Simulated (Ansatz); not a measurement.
The same path of a periodic cell of 17 atoms, Si (host Si, host structure diamond, interstitial Si) was run twice with different band settings. Lost on the way: Si15–Si17. Made: Si10–Si17.

These are results of DFT LDA, scalar-relativistic, plane waves, PAW in Ansatz 0.2.0, not measurements. Settings: PAW set soft_1, cutoff 420 eV, k mesh 2x2x2, gaussian smearing 0.05 eV, no spin polarisation.

Relaxed end points:

```xyz
17
Lattice="0.0000 5.4300 5.4300 5.4300 0.0000 5.4300 5.4300 5.4300 0.0000" Properties=species:S:1:pos:R:3
Si 0.000 -0.007 -0.005
Si 1.319 1.355 1.358
Si 2.688 2.734 -0.021
Si 4.067 4.104 1.358
Si 2.688 -0.023 2.737
Si 4.067 1.355 4.107
Si 5.445 2.733 2.736
Si 6.781 4.070 4.073
Si 0.000 2.718 2.721
Si 1.353 4.071 4.073
Si 2.705 5.423 2.721
Si 4.067 6.786 4.040
Si 2.705 2.718 5.426
Si 4.067 4.037 6.788
Si 5.446 5.407 5.410
Si 6.816 6.785 6.788
Si 4.066 6.785 6.788
```

```xyz
17
Lattice="0.0000 5.4300 5.4300 5.4300 0.0000 5.4300 5.4300 5.4300 0.0000" Properties=species:S:1:pos:R:3
Si 0.004 0.003 0.004
Si 1.341 1.340 1.341
Si 2.717 2.717 -0.034
Si 4.095 4.095 1.337
Si 2.717 -0.034 2.717
Si 4.096 1.336 4.096
Si 5.466 2.715 2.716
Si 6.785 4.077 4.077
Si -0.034 2.717 2.717
Si 1.337 4.095 4.095
Si 2.715 5.465 2.715
Si 4.077 6.784 4.077
Si 2.716 2.715 5.466
Si 4.077 4.077 6.785
Si 5.430 5.430 5.430
Si 6.784 6.783 6.784
Si 2.719 8.147 8.149
```

Common settings: movable images 3; climbing image yes; optimiser quadratic models (default); end points relaxed.

| run | spring | start path | force threshold | iteration limit |
| --- | --- | --- | --- | --- |
| 1 | 2.0 eV/Å² | straight line | 0.05 eV/Å | 76 |
| 2 | 5.0 eV/Å² | default | 0.4 eV/Å | 32 |

What does each run give, and how far can it be trusted?

Run 1: converged after 36 iterations, highest image 0.314 eV above the first end. By the program's own check the climbing image is of a kind that is not told: the force calls were inconclusive, a negative curvature could not be distinguished from the path's own, the only one lies far off the path, or fixed occupations may fill a level only in part (lowest curvatures found: -0.05 and 0.65 eV/Å²).
Run 2: converged after 3 iterations, highest image 0.320 eV above the first end. The threshold of 0.4 eV/Å is loose, so the images may lie well off the minimum-energy path. The order of the stationary point at the top wasn't checked.
Limits of this set-up: coarse k mesh, PAW files made for another functional, a small cell, in which the defect meets its images.
